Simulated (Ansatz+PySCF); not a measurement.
Two shapes of singlet Mg₄O₄.

Shape 1:

```xyz
8

Mg   -0.9369   -0.9369   -0.9369
O    -1.0190   -1.0190    1.0190
O    -1.0190    1.0190   -1.0190
Mg   -0.9369    0.9369    0.9369
O     1.0190   -1.0190   -1.0190
Mg    0.9369   -0.9369    0.9369
Mg    0.9369    0.9369   -0.9369
O     1.0190    1.0190    1.0190
```

Shape 2:

```xyz
8

Mg   -1.0119   -1.0119   -1.0119
O    -1.1005   -1.1005    1.1005
O    -1.1005    1.1005   -1.1005
Mg   -1.0119    1.0119    1.0119
O     1.1005   -1.1005   -1.1005
Mg    1.0119   -1.0119    1.0119
Mg    1.0119    1.0119   -1.0119
O     1.1005    1.1005    1.1005
```

Basis set: def2-SVP (spherical functions). Correlated methods keep 8 orbitals frozen. Charge 0, multiplicity 1.

Computed with Ansatz (development build ahead of 0.2.0); each method stands on the lowest determinant of its kind that the runs found.

Which shape is lower in energy, and by how much in each method?

```tsv
method	E(2) − E(1) (eV)
RHF	1.873
UHF	1.874
RHF-MP2	0.979
UHF-MP2	0.979
```

Shape 1 is lower.
